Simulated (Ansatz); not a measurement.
Start from `[Li][S]C` and change one atom or group to get `CS[AsH2]`.

Ansatz, PBE0-D4/def2-TZVP geometries, multiplicity 1. 

Scalar relativity is left out up to krypton.

```
                                                                                  property  `[Li][S]C`
                                                        HOMO energy (PBE0/def2-TZVPP) / eV       -5.11
ideal-gas entropy at 298 K and 1 bar (rigid rotor, harmonic PBE0-D4/def2-TZVP) / J/(mol·K)         293
                                                       HOMO energy (B3LYP/def2-TZVPP) / eV       -4.91
                                                        LUMO energy (PBE0/def2-TZVPP) / eV       -1.28
                                                     HOMO–LUMO gap (B3LYP/def2-TZVPP) / eV        3.35
                                                         LUMO energy (PBE/def2-TZVPP) / eV       -1.79
```

Problem. Give the same properties after the change, and the shifts. (An estimate is asked.)

Solution. The calculation gave: 
```tsv
property	`CS[AsH2]`	shift
HOMO energy (PBE0/def2-TZVPP) / eV	-6.73	-1.62
ideal-gas entropy at 298 K and 1 bar (rigid rotor, harmonic PBE0-D4/def2-TZVP) / J/(mol·K)	325	32
HOMO energy (B3LYP/def2-TZVPP) / eV	-6.49	-1.58
LUMO energy (PBE0/def2-TZVPP) / eV	-0.48	0.80
HOMO–LUMO gap (B3LYP/def2-TZVPP) / eV	5.79	2.44
LUMO energy (PBE/def2-TZVPP) / eV	-1.34	0.45
```

With PBE0 the HOMO falls by 1.62 eV and the LUMO rises by 0.80 eV, so the gap widens by about 2.42 eV. PBE moves the HOMO by -1.48 eV and ωB97M-V by -1.64 eV. The zero-point energy changes by 41.9 kJ/mol with +6 modes. Modes under 60 cm⁻¹, often nearly free rotors, make the harmonic entropy too high.

B3LYP here is the variant with VWN-RPA as its local correlation; programs differ in this.
